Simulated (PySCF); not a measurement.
Species: CH₆BBrSi.
Bonds: Si1–C2, C2–B3, B3–Br4. Hydrogens: H5, H6, H7 on Si1; H8, H9 on C2; H10 on B3.

A GFN2-xTB structure was refined with PBE0-D3(BJ)/def2-SVP geometry optimisation, gas phase in PySCF. Its GFN2-xTB values:

```tsv
coordinate	GFN2-xTB
Si1–C2	1.902 Å
Si1–H5	1.447 Å
C2–B3	1.528 Å
C2–H8	1.077 Å
B3–Br4	1.907 Å
B3–H10	1.191 Å
Si1–C2–H8	107.5°
C2–Si1–H5	111.0°
C2–B3–Br4	121.3°
B3–C2–H8	112.9°
B3–C2–H9	113.1°
Br4–B3–H10	115.3°
H5–Si1–H6	109.9°
H8–C2–H9	108.6°
Si1–C2–B3–Br4	-86°
```

Problem. How do these coordinates change at the PBE0-D3(BJ)/def2-SVP level?

Solution. 
| coordinate | PBE0-D3(BJ)/def2-SVP (Å or °) | change |
| --- | --- | --- |
| Si1–H5 | 1.494 | +0.047 |
| C2–H8 | 1.103 | +0.026 |
| B3–H10 | 1.206 | +0.015 |
| C2–B3 | 1.540 | +0.012 |
| B3–Br4 | 1.915 | +0.008 |
| Si1–C2 | 1.902 | 0.000 |
| Si1–C2–H8 | 105.2 | -2.3 |
| H8–C2–H9 | 110.5 | +1.9 |
| B3–C2–H8 | 111.7 | -1.2 |
| B3–C2–H9 | 114.1 | +1.0 |
| H5–Si1–H6 | 109.1 | -0.8 |
| C2–Si1–H5 | 110.4 | -0.6 |
| C2–B3–Br4 | 121.0 | -0.3 |
| Br4–B3–H10 | 115.6 | +0.3 |
| Si1–C2–B3–Br4 | -91 | -5 |

The energy falls by 6.2 kJ/mol over 7 energy and gradient evaluations, the largest force component goes from 0.0175 to 2.8e-04 Eh/bohr, and the atoms move by 0.054 Å rms after alignment. The bond that changes most is Si1–H5 (SiH3 silicon to Si–H hydrogen), which lengthens by 0.047 Å. Bonds longer at the end by more than 0.005 Å: 7 of 9; shorter: 0. Rotational constants go from 10032, 1286, 1205 to 10361, 1242, 1174 MHz.

The run used 108 basis functions and 39 SCF cycles in all. Hardware: one thread of an Arm Neoverse V2, on a shared host. Cost: 24 s wall, 0.45 GiB resident at most.

Not checked by PBE0-D3(BJ)/def2-SVP frequencies. The numbers are those of one conformer.

The values belong to the conformer `[SiH3:1][CH2:2][BH:3][Br:4]`: Si1–C2–B3–Br4 -91°.
